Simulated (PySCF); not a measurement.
AlH₃, SMILES [AlH3].

The structure is a stationary point at B3LYP-D3(BJ)/def2-TZVPD. The isomer is the one that the SMILES or the coordinates give; other isomers of the formula were not compared.

Two levels are set side by side: TDDFT-PBE/def2-TZVPD (PySCF) and ADC(2)/aug-cc-pVDZ (PySCF). Vertical, same geometry; the bases differ. Differences are taken from unrounded values.

```csv
quantity,TDDFT-PBE
lowest singlet excitation (eV),4.88
```

### Question
These are the TDDFT-PBE values. What does ADC(2) give? (The exact figures need the calculation; the answer reports its results.)

### Answer

```tsv
quantity	ADC(2)	TDDFT-PBE minus ADC(2)
lowest singlet excitation (eV)	5.82	-0.94
```

A lower first singlet is the usual sign of a functional without exact exchange. Differences between two approximate levels are no errors against the true value.

Rough cost on one machine, each run with all the roots and properties that it gave: ADC(2) against TDDFT-PBE within a factor of 2.
